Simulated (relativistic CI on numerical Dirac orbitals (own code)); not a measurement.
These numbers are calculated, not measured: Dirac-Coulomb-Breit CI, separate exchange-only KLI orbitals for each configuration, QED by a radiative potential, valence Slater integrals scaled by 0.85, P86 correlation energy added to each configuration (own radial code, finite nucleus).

Configurations in the expansion (outside the closed core [Ne]): 3s², 3s3p, 3p², 3s4s, 3s3d, 3s4p, 3s5s, 3s4d, 3s4f, 3d², 3p4s, 3p3d, 3s5p, 3s6s, 3s5d, 3s5f, 3s5g, 3s6p, 4s², 3s6d, 3d4s. Levels of other configurations are missing.

Correlation outside the listed configurations is missing or only estimated: errors of thousands of cm⁻¹ between configurations and terms are usual at this charge. Rates and lifetimes follow the computed energies and can be off by large factors. The fine structure of a lone outer electron comes out too small, for d and f at times inverted, and misplaced configurations move strength between like terms. 28 of the 29 excited levels that our extract of the measured tables holds in this range could be paired (the sources list more); they are missed by 1029 cm⁻¹ on average and 2218 at most, and levels without a partner can miss by more.

Outline of the computed level scheme of Al II. Lowest level of each configuration: 3s² ¹S0 at 0.0000 eV; 3s3p ³P°0 at 4.4120 eV; 3p² ¹D2 at 10.4989 eV; 3s4s ³S1 at 11.3253 eV; 3s3d ³D3 at 11.7936 eV; 3s4p ³P°0 at 13.0517 eV; 3s5s ³S1 at 14.9320 eV; 3s4d ³D3 at 15.0370 eV; 3s4f ³F°2 at 15.5696 eV.

Some strong electric-dipole decays among the lowest 30 levels: 3s3d ¹D2 → 3s3p ¹P°1 (1.4e+09 s⁻¹); 3s3p ¹P°1 → 3s² ¹S0 (1.4e+09 s⁻¹); 3p² ³P0 → 3s3p ³P°1 (1.3e+09 s⁻¹); 3s3d ³D3 → 3s3p ³P°2 (1.3e+09 s⁻¹); 3p² ¹S0 → 3s3p ¹P°1 (1.2e+09 s⁻¹); 3p² ³P2 → 3s3p ³P°2 (1.0e+09 s⁻¹); 3s4d ¹D2 → 3s3p ¹P°1 (9.9e+08 s⁻¹); 3s3d ³D2 → 3s3p ³P°1 (9.7e+08 s⁻¹).

Rates of lines that live on the mixing of spin multiplicities can be off by large factors.

LS names give the leading component of a level, which can be under half, so a name can repeat, a term be missing and a line seem to break the LS rules.
